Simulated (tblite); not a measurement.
Compound: C₄H₁₀Cl₂OSi.
Geometry (GFN2-xTB, Å), atoms numbered from 1 in this order:
```
atom  x, y, z in Å
C1    -2.234    1.032   -0.044
O2    -1.073    0.436   -0.562
C3    -0.972   -0.938   -0.264
C4     0.377   -1.434   -0.768
Si5    1.871   -0.669    0.133
C6     1.602    1.205    0.503
Cl7    0.649    1.383    1.986
Cl8    3.177    2.000    0.728
H9    -2.265    0.955    1.049
H10   -2.202    2.080   -0.332
H11   -3.138    0.566   -0.456
H12   -1.062   -1.095    0.822
H13   -1.795   -1.487   -0.752
H14    0.412   -2.517   -0.665
H15    0.436   -1.213   -1.834
H16    2.078   -1.298    1.439
H17    3.056   -0.757   -0.723
H18    1.075    1.757   -0.272
```

Level: GFN2-xTB in tblite, geometry and Hessian alike; calculated harmonic values, unscaled, isolated species. Against measured fundamentals such values can be off by several per cent, at times by over 20. Modes of hydrogen on silicon can be 10 to 20 % off. One conformer, not necessarily the lowest.

Harmonic wavenumbers (cm⁻¹): 27.6, 48.4, 77.5, 98.1, 115.7, 158.3, 203.1, 217.2, 236.3, 281.6, 310.6, 439.4, 509.0, 567.5, 612.7, 677.0, 686.0, 723.6, 747.0, 773.9, 788.8, 957.8, 990.6, 1066.7, 1119.9, 1121.6, 1129.3, 1137.3, 1157.9, 1198.0, 1222.6, 1294.2, 1349.1, 1408.6, 1452.6, 1469.3, 1488.6, 1502.4, 2267.1, 2269.7, 2821.7, 2869.8, 2900.8, 2924.8, 2977.3, 2993.5, 3005.6, 3029.9.

A = 1600, B = 788.9, C = 615.3 MHz; mass 171.988 u (most abundant isotopes); point group C1, symmetry number 1.

Q: Zero-point energy?

A: ½Σν̃ = 28713 cm⁻¹ = 82.09 kcal/mol.

Q: What is S at 273.15 K and 1 bar for an ideal gas of classical rigid rotors and harmonic oscillators?

A: Translation 40.93, rotation 30.14, vibration 34.84: S = 105.9 cal/(mol K).

Q: And Cp and H(273.15 K) − H(0)?

A: Cp = 38.94 cal/(mol K), of which vibrations give 30.99 (their classical limit is 48 R = 95.4); H(273.15 K) − H(0) = 6.86 kcal/mol without the zero-point energy, 4.69 from vibrations.

Q: How do the functions run with temperature in this model?

A: 
| T (K) | S (cal/(mol K)) | Cp (cal/(mol K)) | H − H(0) (kcal/mol) | G − H(0) (kcal/mol) | ln q(vib) |
| --- | --- | --- | --- | --- | --- |
| 150 | 86.4 | 27.3 | 2.78 | -10.18 | 4.79 |
| 250 | 102.6 | 36.7 | 5.98 | -19.66 | 8.16 |
| 298.15 | 109.4 | 41.3 | 7.86 | -24.76 | 9.68 |
| 400 | 122.8 | 50.3 | 12.53 | -36.60 | 12.76 |
| 600 | 146.0 | 64.0 | 24.05 | -63.55 | 18.39 |
| 900 | 174.6 | 77.1 | 45.37 | -111.80 | 25.98 |

q(vib) and H(0) count from the zero-point level.

Q: Which modes carry the vibrational entropy at 273.15 K?

A: 27.6 cm⁻¹: 5.82; 48.4 cm⁻¹: 4.71; 77.5 cm⁻¹: 3.78; 98.1 cm⁻¹: 3.32; 115.7 cm⁻¹: 3.00; 158.3 cm⁻¹: 2.40 cal/(mol K); the other 42 give 11.80 together.

Q: What must be added to the electronic energy to get the Gibbs energy at 273.15 K and 1 bar?

A: ZPE + [H(273.15 K) − H(0)] − T·S = 82.09 + 6.86 − 28.93 = 60.02 kcal/mol.

Q: Blend soft modes into free rotors: weight 1/[1 + (100 cm⁻¹/ν̃)⁴] for the oscillator and the rest for a rotor with moment μB/(μ + B), μ = h/(8π²ν), B = 10⁻⁴⁴ kg m². What vibrational entropy results?

A: 30.97 cal/(mol K) in place of 34.84, which changes −T·S at 273.15 K by +1.06 kcal/mol.

Hindered rotation and anharmonicity are outside this model. Other conformers, if any are populated, would add a mixing term that is left out. The structure is chiral; the term R ln 2 for an equal mix with its mirror image is left out.
